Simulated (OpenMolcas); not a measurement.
**Exact exchange and the vertical energy of the triplet above the singlet of C4H11As (tert-butylarsine)**

C4H11As: 16 atoms, total charge 0, spin state singlet. SMILES: `CC(C)(C)[AsH2]`. Geometry: relaxed at PBE0-D4/def2-TZVP. This is one conformer, not always the lowest.

The vertical energy of the triplet above the singlet y, in eV, basis 6-31G(d); a is the functional's share of exact exchange. Programs: OpenMolcas 26.06.

| functional | program | a | y (eV) |
| --- | --- | --- | --- |
| TPSS | OpenMolcas | 0 | 5.24 |
| BLYP | OpenMolcas | 0 | 5.28 |
| B3LYP | OpenMolcas | 0.2 | 5.38 |
| PBE0 | OpenMolcas | 0.25 | ? |
| BHLYP | OpenMolcas | 0.5 | 5.47 |

Task: Fit y = c + s·a to the known rows and predict PBE0.

Result: 
1. Means of the 4 rows: a = 0.1750, y = 5.343.
2. Σ(Δa)² = 0.1675, Σ(Δa·Δy) = 0.07125, so the slope is 0.07125/0.1675 = 0.42537.
3. Intercept: 5.343 − (0.42537) × 0.1750 = 5.269. The largest residual of the fit is 0.029.
4. PBE0: 5.269 + (0.42537) × 0.25 = 5.38 eV.

The run gave 5.28 eV, so the prediction is off by +0.10 eV, more than the scatter of the fit. The rows mix families of semi-local functionals, which the line can't see.
